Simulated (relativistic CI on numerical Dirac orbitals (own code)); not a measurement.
# What each ingredient does to the levels of Zn¹⁶⁺

Base calculation: Dirac-Coulomb-Breit CI, separate exchange-only KLI orbitals for each configuration, QED by a radiative potential, unscaled Slater integrals.

Configuration list (outside the closed core [Ne]): 3s²3p², 3s3p³, 3s²3p3d, 3p⁴, 3s3p²3d, 3p³3d, 3s3p3d², 3s²3p4s, 3s²3d4p, 3p³4s, 3s²3p4p, 3p³4p, 3s3p3d4s, 3s²3d², 3s3d³, 3p²3d², 3p3d³, 3p3d²4s, 3p3d²4p, 3s²3d4s, 3s3d²4s. Double excitations out of closed p, d and f shells are left out; levels of such configurations are missing from the list, as are those of other unlisted configurations, and high levels can miss mixing partners.

Variants: (1) configuration mixing switched off. Shifts of the energy above 3s²3p² ³P0, in cm⁻¹, for the lowest level and the first level of each name with at least 55 % of one term (blank where a level changes its place among those of its configuration and J or its character, or is not in the variant):

```
       Level    Base    Δ(1)
  3s²3p² ³P0       0       0
  3s²3p² ³P1   22552    -207
  3s²3p² ³P2   39002    +264
  3s²3p² ¹D2   84485   +1580
  3s²3p² ¹S0  140142   +9931
  3s3p³ ⁵S°2  294651  -22880
  3s3p³ ³D°1  387482  +17729
  3s3p³ ³D°2  388151  +16423
  3s3p³ ³D°3  396472  +17077
  3s3p³ ³P°0  445967   +9877
  3s3p³ ³P°1  448395  +11314
  3s3p³ ³P°2  449942  +15662
  3s3p³ ³S°1  553539  +13716
3s²3p3d ³F°2  563815  -15483
```

At this charge energies of transitions that change n are usually good to better than 1 %, and those within a shell (Δn = 0) to a few per cent.

Ionisation energy from the two ground configurations alone: base 575.683 eV. The NIST ASD value (semi-empirical) is 577.8 eV.

LS names give the leading component of a level, which can be under half, so a name can repeat, a term be missing and a line seem to break the LS rules.
